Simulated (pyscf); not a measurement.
**HO–SiH(Br)–Br, singlet**

Gas-phase minimum from PySCF at ωB97X-D3(BJ)/def2-SVP, one conformer. 

```
Si
O 1 1.6437
H 2 0.9638 1 118.76
H 1 1.4707 2 107.64 3 -179.48
Br 1 2.2082 4 109.95 2 121.03
Br 1 2.2083 4 109.99 2 -121.01
```

Properties at ωB97X-D3(BJ)/def2-SVP:

```
Property                                                                                                                                                                           Value
---------------------------------------------------------------------------------------------------------------------  -----------------------------------------------------------------
Harmonic wavenumbers, unscaled                                                                                         122, 161, 254, 290, 416, 499, 771, 795, 868, 949, 2362, 3925 cm⁻¹
Zero-point energy                                                                                                                                                          16.3 kcal/mol
Rotational symmetry number                                                                                                                                                             1
Entropy of this conformer at 298 K and 1 atm, rigid rotor and harmonic oscillator, modes under 100 cm⁻¹ raised to 100                                                    343.5 J/(mol K)
Dipole moment                                                                                                                                                                     1.06 D
```

Single-point totals, which compare only within one level:

```csv
level,total energy (hartree)
ωB97X-D3(BJ)/def2-TZVP,-5514.29534
PBE/def2-TZVP,-5513.42062
r²SCAN/def2-TZVP,-5514.33582
B3LYP-D3(BJ)/def2-TZVP,-5514.51170
PBE0-D3(BJ)/def2-TZVP,-5513.63469
M06-2X/def2-TZVP,-5514.45448
ωB97M-D3(BJ)/def2-TZVP,-5514.49423
```

Soft torsions are taken as harmonic, which can shift the entropy by several J/(mol K). Elements up to Kr have no core potential and no relativistic terms here.
